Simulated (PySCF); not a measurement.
**SMILES COCO[SiH2][SiH2]Br, C2H9BrO2Si2**

Geometry:
| atom | x (Å) | y (Å) | z (Å) |
| --- | --- | --- | --- |
| C1 | -2.366 | -0.284 | 0.903 |
| O2 | -1.757 | -1.136 | -0.046 |
| C3 | -1.216 | -0.468 | -1.128 |
| O4 | -0.050 | 0.204 | -0.819 |
| Si5 | 1.137 | -0.498 | 0.055 |
| Si6 | 2.603 | 1.250 | -0.078 |
| Br7 | 4.442 | 0.600 | 0.999 |
| H8 | -2.679 | -0.921 | 1.727 |
| H9 | -1.665 | 0.473 | 1.268 |
| H10 | -3.238 | 0.216 | 0.468 |
| H11 | -1.006 | -1.237 | -1.881 |
| H12 | -1.920 | 0.270 | -1.543 |
| H13 | 0.714 | -0.844 | 1.418 |
| H14 | 1.569 | -1.750 | -0.578 |
| H15 | 2.284 | 2.503 | 0.611 |
| H16 | 3.139 | 1.630 | -1.387 |

Computed with GIAO B3LYP/pcSseg-1 magnetisability, rotational g tensor and spin-rotation constants, non-relativistic, gas phase in PySCF 2.14.0. Geometry: GFN2-xTB.

The calculation is non-relativistic, which matters for the atoms heavier than Zn.

**Question.** Give the nuclear spin-rotation constants along the inertial axes (H = +C I·J) beside the isotropic shieldings.

**Answer.** Rotational constants 3.9918, 0.3671, 0.3581 GHz. A star marks the isotopologue with that one atom substituted, in its own axes.
| atom | isotope | Caa (kHz) | Cbb (kHz) | Ccc (kHz) | mean (kHz) | σ (ppm) |
| --- | --- | --- | --- | --- | --- | --- |
| Br7 | 79Br | 1.105 | 0.139 | 0.100 | 0.448 | 2919.0 |
| H8 | 1H | -0.360 | 0.017 | -0.041 | -0.128 | 28.0 |
| H9 | 1H | 0.022 | -0.038 | -0.021 | -0.012 | 28.0 |
| H10 | 1H | -0.087 | -0.021 | -0.032 | -0.047 | 28.6 |
| H11 | 1H | -0.375 | -0.035 | 0.020 | -0.130 | 26.7 |
| H12 | 1H | -0.245 | -0.011 | -0.017 | -0.091 | 27.1 |
| H13 | 1H | -0.333 | 0.013 | -0.029 | -0.116 | 26.8 |
| H14 | 1H | -0.352 | -0.037 | 0.020 | -0.123 | 27.0 |
| H15 | 1H | -0.359 | -0.034 | 0.020 | -0.124 | 26.5 |
| H16 | 1H | -0.322 | 0.011 | -0.027 | -0.112 | 26.5 |
| C1 | 13C* | 0.981 | 0.081 | 0.056 | 0.372 | 123.6 |
| O2 | 17O* | -0.312 | -0.031 | -0.051 | -0.131 | 271.5 |
| C3 | 13C* | 1.044 | 0.091 | 0.102 | 0.413 | 85.2 |
| O4 | 17O* | -0.431 | -0.018 | -0.045 | -0.165 | 281.8 |
| Si5 | 29Si* | -2.176 | -0.235 | -0.225 | -0.879 | 374.1 |
| Si6 | 29Si* | -2.184 | -0.225 | -0.222 | -0.877 | 382.2 |

For the geometry as given, no vibrational averaging.

**Question.** How do the rotational constants and the g tensor change when H8, H9, H10, H11, H12, H13, H14, H15, H16 are replaced by deuterium?

**Answer.** Constants 3.1867, 0.3421, 0.3340 GHz; g -0.0402, -0.0052, -0.0048, against -0.0502, -0.0054, -0.0051 before.
